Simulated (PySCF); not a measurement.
Dipole moment (D) of eight silicon and germanium compounds: PBE beside B3LYP, computed with PySCF for isolated molecules in the bases named; differences from unrounded values. The eight are the first of their class met in an unordered collection, after screening for sound electronic states; none was chosen by its value, except that the dipole had to exceed 0.05 D. Each molecule has one DFT geometry for both levels.

```json
[
 {"molecule": "BGeH6NO2, SMILES OB(O)[NH][GeH3]", "basis": "def2-TZVP", "B3LYP": "1.86", "PBE": "___", "difference": "___"},
 {"molecule": "C2H9NOSi, SMILES CO[SiH](C)N", "basis": "def2-TZVP", "B3LYP": "1.51", "PBE": "1.47", "difference": "-0.04"},
 {"molecule": "C2H10OSi3, SMILES C1[C@@H](O)[SiH2][Si@H]1[SiH3]", "basis": "def2-TZVP", "B3LYP": "1.78", "PBE": "1.84", "difference": "0.06"},
 {"molecule": "CH₅FO₂Si₂, SMILES [SiH3][Si@H](F)C(=O)O", "basis": "def2-TZVP", "B3LYP": "0.28", "PBE": "0.41", "difference": "0.13"},
 {"molecule": "Ge(F)3(OH) (F₃GeHO), SMILES [OH][Ge]([F])([F])[F]", "basis": "def2-TZVP", "B3LYP": "2.28", "PBE": "2.21", "difference": "-0.07"},
 {"molecule": "C2H4ClFSi2, SMILES C#C[SiH2][Si@H](F)Cl", "basis": "def2-TZVP", "B3LYP": "1.42", "PBE": "1.29", "difference": "-0.13"},
 {"molecule": "Si(Cl)3(NH2) (Cl₃H₂NSi), SMILES N[Si](Cl)(Cl)Cl", "basis": "def2-TZVP", "B3LYP": "2.47", "PBE": "___", "difference": "___"},
 {"molecule": "[(E)-but-2-enyl]silane (C4H10Si), SMILES C(=C\\C)/C[SiH3]", "basis": "def2-TZVP", "B3LYP": "0.72", "PBE": "___", "difference": "___"}
]
```

**Question.** What belongs in the gaps? (An estimate is asked for; the answer gives what the named calculation found.)

**Answer.** 
- BGeH6NO2, SMILES OB(O)[NH][GeH3], PBE: 1.83
- BGeH6NO2, SMILES OB(O)[NH][GeH3], difference: -0.03
- Si(Cl)3(NH2) (Cl₃H₂NSi), SMILES N[Si](Cl)(Cl)Cl, PBE: 2.46
- Si(Cl)3(NH2) (Cl₃H₂NSi), SMILES N[Si](Cl)(Cl)Cl, difference: -0.01
- [(E)-but-2-enyl]silane (C4H10Si), SMILES C(=C\C)/C[SiH3], PBE: 0.77
- [(E)-but-2-enyl]silane (C4H10Si), SMILES C(=C\C)/C[SiH3], difference: 0.05

PBE lies below B3LYP in 5 and above it in 3 of the eight; the mean signed difference is -0.01 and the largest 0.13 D.
